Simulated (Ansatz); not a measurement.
H6PSi2, SMILES [SiH3][P][SiH3], multiplicity 2.

Geometry optimised at B3LYP-D3(BJ)/def2-SVP. The isomer is the one that the SMILES or the coordinates give; other isomers of the formula were not compared.

Two levels are set side by side: PBE/def2-SVPD (Ansatz, a program for electronic structure) and PBE0/def2-SVPD (Ansatz). Energy differences of separate SCF runs at the same geometry; the states with an electron removed or added have multiplicity 1 and 1. Differences are taken from unrounded values.

| quantity | PBE0 |
|---|---|
| vertical ionisation energy (eV) | 9.17 |
| vertical electron affinity (eV) | 1.89 |

Question: What does PBE give, and how far is it from PBE0? (The exact figures need the calculation; the answer reports its results.)

Answer: 
```tsv
quantity	PBE	PBE minus PBE0
vertical ionisation energy (eV)	8.93	-0.24
vertical electron affinity (eV)	1.92	0.03
```
